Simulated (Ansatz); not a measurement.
Ligand exchange: H3NO + C2H6OSn → H2O2 + C2H7NSn

Species: H3NO `NO`, singlet; C2H6OSn `C[CH2][Sn][OH]`, singlet; H2O2 (hydrogen peroxide) `OO`, singlet; C2H7NSn `C[CH2][Sn][NH2]`, singlet. The partners trade NH2 for OH: O–NH2 and Sn–OH bonds give way to O–OH and Sn–NH2.

Shapes, held fixed at every level: PBE0-D4/def2-TZVP. Flexible molecules stand in one conformer, not always the lowest. Programs: Ansatz 0.2.0. The zero-point and thermal change to 298 K, harmonic and unscaled (PBE0-D4/def2-TZVP), is -3.2 kJ/mol.

```json
{"level": "HF/def2-SVP", "kind": "Hartree–Fock", "ΔH(298 K) (kJ/mol)": "+137.2", "less CCSD(T)/def2-TZVPP": "+15.8"}
{"level": "HF/def2-TZVPP", "kind": "Hartree–Fock", "ΔH(298 K) (kJ/mol)": "+137.4", "less CCSD(T)/def2-TZVPP": "+16.0"}
{"level": "wB97M-V/def2-TZVPP", "kind": "range-separated hybrid", "ΔH(298 K) (kJ/mol)": "+125.3", "less CCSD(T)/def2-TZVPP": "+3.9"}
{"level": "B2PLYP/def2-TZVPP", "kind": "double hybrid", "ΔH(298 K) (kJ/mol)": "+126.0", "less CCSD(T)/def2-TZVPP": "+4.6"}
{"level": "MP2/def2-TZVPP", "kind": "perturbation theory", "ΔH(298 K) (kJ/mol)": "+126.8", "less CCSD(T)/def2-TZVPP": "+5.4"}
{"level": "CCSD(T)/def2-SVP", "kind": "coupled cluster or CI", "ΔH(298 K) (kJ/mol)": "+119.8", "less CCSD(T)/def2-TZVPP": "-1.6"}
{"level": "CCSD/def2-SVP", "kind": "coupled cluster or CI", "ΔH(298 K) (kJ/mol)": "+123.4", "less CCSD(T)/def2-TZVPP": "+2.0"}
{"level": "CCSD(T)/def2-TZVPP", "kind": "coupled cluster or CI", "ΔH(298 K) (kJ/mol)": "+121.4", "less CCSD(T)/def2-TZVPP": "0.0"}
```

The highest level, CCSD(T)/def2-TZVPP, gives ΔH(298 K) = +121.4 kJ/mol; the levels span +119.8 to +137.4. The column of differences is taken from that level and isn't an error. No measured value is set beside it here. For atoms past krypton def2 sets carry core potentials with scalar relativity. Outer-core shells of Sn are correlated in most correlated rows, in sets that cover them unevenly.
